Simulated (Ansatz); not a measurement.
`C[S][Au]` + `OCF` → `COCF` + `[SH][Au]` at 500 K and 1 bar (substitution at a C–S bond).

Computed with Ansatz on PBE0-D4/def2-TZVP structures; ΔE is electronic, products minus reactants. CBS: MP2 limit from def2 TZ/QZ plus the TZ coupled-cluster correction, frozen cores. def2 core potentials past Kr. For Au outer-core shells are correlated without core-valence functions, which leaves a few kJ/mol of doubt a bond. One conformer a species, not always the lowest.

```csv
species,CCSD(T)/CBS energy (Eh),H − E (kJ/mol),S (J/(mol·K))
`C[S][Au]`,-573.16596,130.6,349.4
`OCF`,-214.81254,142.5,286.9
`COCF`,-254.05716,224.7,333.7
`[SH][Au]`,-533.91058,42.8,297.8
```

H − E and S are ideal-gas, rigid-rotor, harmonic terms from PBE0-D4/def2-TZVP, for one conformer and one mirror image of each species. 1 Eh = 2625.50 kJ/mol, R = 8.31446 J/(mol·K).

Question: By hand: ΔE, ΔH, ΔS and ΔG.

Answer: ΔE = (-254.05716) + (-533.91058) − (-573.16596) − (-214.81254) = 0.01076 Eh = 28.3 kJ/mol. Δ(H − E) = 224.7 + 42.8 − 130.6 − 142.5 = -5.6, so ΔH = 22.7 kJ/mol. ΔS = 333.7 + 297.8 − 349.4 − 286.9 = -4.8 J/(mol·K). ΔG = 22.7 − 500 × (-4.8)/1000 = 25.1 kJ/mol.

Question: By hand: the equilibrium constant, and the temperature at which ΔG would vanish if ΔH and ΔS stayed fixed.

Answer: log₁₀ K = −ΔG/(RT ln 10) = -2.6. ΔH and −TΔS have one sign here, so there is no such temperature. One of them is within its doubt of zero, so this could turn.

The number of gas molecules stays the same, so ΔS is small and ΔH decides. A doubt of 5 kJ/mol in ΔE shifts log₁₀ K by 0.5 here. Other conformers and mirror images would add mixing entropy, several J/(mol·K) or more a flexible species. These are equilibria of isolated gas molecules and say nothing of rates. Largest T1 diagnostic: 0.025 (customary marks: 0.02 for closed shells, 0.045 for open ones).
